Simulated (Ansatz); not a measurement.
Mulliken charges of CH3Cl2Sn, SMILES `[CH3][Sn]([Cl])[Cl]` radical from r2SCAN/def2-TZVPP in Ansatz (PBE0-D4/def2-TZVP geometry).

```tsv
atom	x (Å)	y (Å)	z (Å)	charge (e)
C1	-0.269	0.981	-0.162	-0.447
Sn2	-0.262	-1.009	0.697	0.818
Cl3	1.938	-1.387	1.427	-0.374
Cl4	-0.570	-2.489	-1.100	-0.374
H5	-1.250	1.174	-0.593	0.120
H6	-0.029	1.700	0.618	0.120
H7	0.502	0.963	-0.933	0.136
```

Task: By hand: the dipole of these point charges (1 e Å = 4.8032 D).

Result: Σ q r = (-0.691, 0.662, 0.396) e Å, of length 1.036 e Å = 4.98 D.

Task: How does the dipole of the full density compare? (Best estimate.)

Result: The calculation gave: (-0.397, 0.600, 0.132) e Å, 3.51 D; the point charges give 1.42 times that, at 17° from its direction.

Point charges leave out the atoms' own dipoles, such as those of lone pairs, and Mulliken's split depends on the basis, so the two needn't agree.
